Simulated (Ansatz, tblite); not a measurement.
Forces on Na₃Cl₃⁺ at its B3LYP-D4/def2-SVP geometry. Charge 1, multiplicity 2.

The xTB rows come from tblite. In the doublet, Cl4 and Cl5 lie 2.74 Å apart (atoms count from 1), so these atoms are partly bonded to each other. Another isomer (doublet) lies 0.17 eV lower at PBE0-D4/def2-TZVP; other spin states weren't run for this one.

GFN1-xTB (tblite), largest force 0.66 eV/Å:

```xyz
6
positions Å, forces eV/Å
Na    0.059   -0.239   -0.176   -0.024    0.082    0.061
Na   -0.949    3.302    2.516    0.056   -0.201   -0.154
Na    1.186   -4.044   -3.089   -0.037    0.123    0.095
Cl   -1.349    0.796    1.890    0.417    0.402   -0.307
Cl    0.427    2.354    0.506   -0.432   -0.342    0.355
Cl    0.627   -2.170   -1.648    0.020   -0.063   -0.050
```

GFN2-xTB (tblite), largest force 0.46 eV/Å:

```
Na 0.020 -0.069 -0.054
Na 0.034 -0.121 -0.093
Na -0.053 0.175 0.136
Cl 0.284 0.294 -0.200
Cl -0.304 -0.221 0.258
Cl 0.018 -0.058 -0.047
```

PBE-D4/def2-TZVP (Ansatz), largest force 0.08 eV/Å:

```
Na -0.005 0.016 0.012
Na -0.011 0.040 0.030
Na 0.017 -0.058 -0.045
Cl 0.032 0.049 -0.016
Cl -0.042 -0.016 0.042
Cl 0.009 -0.031 -0.023
```
